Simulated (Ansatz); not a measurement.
Basis-set extrapolation for CH2AlNO, SMILES `O=C=[N][AlH2]` (PBE0-D4/def2-TZVP geometry, frozen core, the Gaussian-basis code of Ansatz). Multiplicity 1, RHF reference.

```csv
,def2-TZVPP,def2-QZVPP
HF,-410.396300,-410.410737
MP2 correlation,-0.641152,-0.688487
CCSD(T) correlation,-0.681154,not run
```

Energies in hartree. Use E(X) = E(∞) + A·exp(−7.88·√X) for Hartree–Fock and E(X) = E(∞) + B·X^(−2.97) for correlation, with X = 3 and 4, and add CCSD(T) minus MP2 of the smaller set to the MP2 limit.

Question: What is the CCSD(T) energy at the basis-set limit?

Answer: HF limit: -410.410737 + (-0.014437) × 0.13774 = -410.41273. MP2 limit: -0.688487 + (-0.047335) × 0.74074 = -0.72355. Higher-order term: -0.681154 − (-0.641152) = -0.04000. Total: -411.17628 hartree, 2.69 eV below CCSD(T)/def2-TZVPP.
